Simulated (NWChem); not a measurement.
ZnNH3S; SMILES [NH2][Zn][SH]

```xyz
6

Zn     0.2323    -0.2840     0.0076
N      0.4194    -2.0889    -0.0005
H      0.1399    -2.5997    -0.8337
H      0.0930    -2.6125     0.8073
S      0.2024     1.8896     0.0174
H     -1.1482     1.9464    -0.0204
```
Atoms are numbered in this order, from 1.

Results from NWChem. All runs use the structure optimised with PBE0/def2-SVP. GIAO values for the isolated, static molecule; σ is the absolute isotropic shielding, δ = σ(reference) − σ with the isolated reference molecule computed at the same levels (1H: tetramethylsilane, 15N: ammonia).

```
level                                 σ Zn1 (ppm)  δ N2 (ppm)  δ H3 (ppm)  σ S5 (ppm)  δ H6 (ppm)
------------------------------------  -----------  ----------  ----------  ----------  ----------
PBE0/pcSseg-1                              1544.9        -9.0       -0.30       816.5       -0.56
LDA (Slater exchange, VWN5)/pcSseg-1       1431.6         9.6        0.20       774.0       -0.15
KT2/pcSseg-1                               1516.7         1.1       -0.05       792.3       -0.53
```
